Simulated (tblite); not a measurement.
Calculated harmonic vibrations of the isolated species, GFN2-xTB (tblite), most abundant isotopes, no scaling. Errors from tens to a few hundred cm⁻¹ against measured bands are possible. Modes of hydrogen on indium and silicon can be 10 to 20 % off. One conformer each. Thermal functions are those of the rigid rotor and harmonic oscillator, without mixing of conformers.

Task: Order these by their heat capacity Cp at 200 K, highest first (cal/(mol K)).
A. `[C@@H]1(/C(C[Si@H]1F)=C\CC)Cl`
B. `[InH3]`
C. `F[C@@H]1C=C[C@H](CCCl)[SiH2]1`
D. `C=C[C@@]1(Cl)[SiH2]CC[C@@H]1F`

Result: A (31.2), D (29.9), C (28.5), B (9.6).

| SMILES | atoms | mass (u) | symmetry number | modes under 300 cm⁻¹ | ZPE (kcal/mol) | S translation (cal/(mol K)) | S rotation | S vibration | S | Cp |
| --- | --- | --- | --- | --- | --- | --- | --- | --- | --- | --- |
| CC/C=C1/C[Si@@H](F)[C@H]1Cl | 19 | 164.02 | 1 | 9 | 89.8 | 39.2 | 29.2 | 24.2 | 92.6 | 31.2 |
| C=C[C@@]1(Cl)[SiH2]CC[C@@H]1F | 19 | 164.02 | 1 | 7 | 88.6 | 39.2 | 28.6 | 17.8 | 85.6 | 29.9 |
| F[C@@H]1C=C[C@H](CCCl)[SiH2]1 | 19 | 164.02 | 1 | 7 | 88.9 | 39.2 | 29.1 | 18.1 | 86.4 | 28.5 |
| [InH3] | 4 | 117.93 | 6 | 0 | 9.1 | 38.3 | 12.0 | 0.5 | 50.7 | 9.6 |

Entropies and Cp are for 200 K and 1 bar.
